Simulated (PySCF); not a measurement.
NMR data simulated for an unnamed compound:

1H NMR (500 MHz, computed): δ 3.16 (m, 1H), 2.95 (s, 6H), 2.79 (s, 6H).

13C{1H} NMR (computed): δ 216.6 (C), 45.3 (CH3), 42.1 (CH3).

Computed data (PySCF): PBE0/pcSseg-1 with gauge-including orbitals, geometry from GFN2-xTB. Non-relativistic, single conformer, averaged over atoms made equivalent by symmetry, fast rotation or ring inversion, in vacuum.

Referencing at the same level of theory: 1H, 13C vs TMS.

Problem. Which of these does the molecule contain: an amide, an N-methyl group, a C≡C triple bond, a vinyl group CH=CH2?

Solution. 
- An amide: no.
- An N-methyl group: yes (δC 45.3; δH 2.79 (s)).
- A C≡C triple bond: no.
- A vinyl group CH=CH2: no.

The data belong to SMILES CN(C)C(=P)N(C)C, C5H13N2P; they needn't prove each group on their own.

Carbon signals by region: 1 in the far downfield region (above 160 ppm), 2 below 50 ppm. Above 160 ppm: 216.6, carbon double-bonded to a heavier main-group atom.

Splittings by 31P in the carbon and heteronuclear signals aren't shown, as no couplings were computed. Shifts are as computed. Against solution values, carbons near 30 ppm lie about +3 ppm off and those near 130 ppm about +5 ppm. Of 1211 compounds with measured shifts, 218 miss one by over three times the rms of a fit or turn the order of signals round; such compounds aren't used in these exercises. Multiplicities follow the n + 1 count of equivalent neighbours, as no J values were calculated; m marks all less simple cases, F and P coupling included.
